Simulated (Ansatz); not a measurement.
`[CH3][In]([Cl])[Cl]` and `[CH3][Al]([Cl])[Cl]` differ in one element.

Ansatz, PBE0-D4/def2-TZVP geometries, multiplicity 1. 

Elements past krypton have def2 core potentials.

```
                             property  `[CH3][In]([Cl])[Cl]`
    HOMO energy (PBE/def2-TZVPP) / eV                  -7.24
HOMO energy (ωB97M-V/def2-TZVPP) / eV                 -10.69
   HOMO energy (PBE0/def2-TZVPP) / eV                  -8.53
HOMO–LUMO gap (B3LYP/def2-TZVPP) / eV                   6.33
 HOMO–LUMO gap (PBE0/def2-TZVPP) / eV                   6.90
    LUMO energy (PBE/def2-TZVPP) / eV                  -2.50
```

Question: What does the change do to each property? (Best estimate.)

Answer: Ansatz gave: 
```tsv
property	`[CH3][Al]([Cl])[Cl]`	shift
HOMO energy (PBE/def2-TZVPP) / eV	-7.55	-0.31
HOMO energy (ωB97M-V/def2-TZVPP) / eV	-11.07	-0.38
HOMO energy (PBE0/def2-TZVPP) / eV	-8.87	-0.34
HOMO–LUMO gap (B3LYP/def2-TZVPP) / eV	7.54	1.21
HOMO–LUMO gap (PBE0/def2-TZVPP) / eV	8.00	1.10
LUMO energy (PBE/def2-TZVPP) / eV	-1.65	0.85
```

With PBE0 the HOMO falls by 0.34 eV and the LUMO rises by 0.74 eV, so the gap widens by about 1.08 eV. PBE moves the HOMO by -0.31 eV and ωB97M-V by -0.38 eV.

B3LYP here is the variant with VWN-RPA as its local correlation; programs differ in this.
